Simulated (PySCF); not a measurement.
Compound: C7H6N (doublet state).
SMILES with atom numbers: `[H]/[N:8]=[CH:7]/[C:5]([C:4]#[C:3][C:2]#[CH:1])[CH3:6]` (hydrogens: H9 on C1; H10, H11, H12 on C6; H13 on C7; H14 on N8)

Geometry (GFN2-xTB, Å), atoms numbered from 1 in this order:
```
atom  x, y, z in Å
C1     4.3676   -0.5518    0.0939
C2     3.1643   -0.4220    0.0649
C3     1.8297   -0.2738    0.0342
C4     0.6097   -0.1433    0.0074
C5    -0.7447    0.0235   -0.0216
C6    -1.6561   -1.1522   -0.1013
C7    -1.2921    1.3394    0.0245
N8    -2.5589    1.5086   -0.0064
H9     5.4091   -0.6653    0.1193
H10   -2.2816   -1.0654   -0.9895
H11   -2.3305   -1.1457    0.7548
H12   -1.1017   -2.0869   -0.1287
H13   -0.5577    2.1551    0.0859
H14   -2.8578    2.4793    0.0306
```

The hyperfine couplings belong to this conformer and change with its torsions.

The calculation used UKS B3LYP, pcH-1 on C H N, non-relativistic, mean-field spin-orbit, GIAO in PySCF 2.14.0. The structure is a single GFN2-xTB conformer in the gas phase; no vibrational or solvent corrections. GFN2-xTB frequencies show an imaginary mode (63i cm⁻¹), so this geometry is no minimum at that level. Couplings are sensitive to structure, and on GFN2-xTB geometries they can be far from those on DFT ones. Stability of the SCF solution: not tested. ⟨S²⟩ is 0.785 where a pure state has 0.75.

(1) Where do the isotropic ENDOR lines of N8, H10/H11/H12, H9, H14 and H13 fall at 343.4 mT, to first order?

(2) Which pairs are centred on the nuclear Larmor frequency, and which on half the coupling?

(3) At what field would the lower line of H10/H11/H12 fall to zero frequency?

## Answers

(1) ν± = |νn ± a/2|, one line for each electron-spin manifold; νn = |g_N| × 7.62259 MHz/T × B.

```json
{"nuclei": "N8", "isotope": "14N", "g_N": "0.4038", "νn (MHz)": "1.06", "a_iso (MHz)": "9.50", "lower line (MHz)": "3.70", "upper line (MHz)": "5.81"}
{"nuclei": "H10/H11/H12", "isotope": "1H", "g_N": "5.5857", "νn (MHz)": "14.62", "a_iso (MHz)": "39.03", "lower line (MHz)": "4.89", "upper line (MHz)": "34.13"}
{"nuclei": "H9", "isotope": "1H", "g_N": "5.5857", "νn (MHz)": "14.62", "a_iso (MHz)": "-22.96", "lower line (MHz)": "3.14", "upper line (MHz)": "26.10"}
{"nuclei": "H14", "isotope": "1H", "g_N": "5.5857", "νn (MHz)": "14.62", "a_iso (MHz)": "-20.91", "lower line (MHz)": "4.17", "upper line (MHz)": "25.07"}
{"nuclei": "H13", "isotope": "1H", "g_N": "5.5857", "νn (MHz)": "14.62", "a_iso (MHz)": "5.05", "lower line (MHz)": "12.10", "upper line (MHz)": "17.15"}
```

(2) Centred on νn, since |a| < 2νn: H9, H14 and H13. Centred on |a|/2 and split by 2νn: N8 and H10/H11/H12.

(3) Where νn = |a|/2, that is B = 19.51 MHz/(5.5857 × 7.62259 MHz/T) = 458 mT, as far as first order holds there.

Nuclei that the bonding pattern makes equivalent are averaged, as if the motion that swaps them (rotation, inversion, ring flip) were fast. The three 1H nuclei of mean +39.0 MHz run from 1.1 to 58.1 MHz in the frozen geometry.

The Mulliken spin populations are largest on C5 (+0.54), C3 (+0.40), N8 (+0.30) and C1 (+0.30). Four atoms exceed +0.15. The angles at C5 add up to 360.0°, so it is planar.
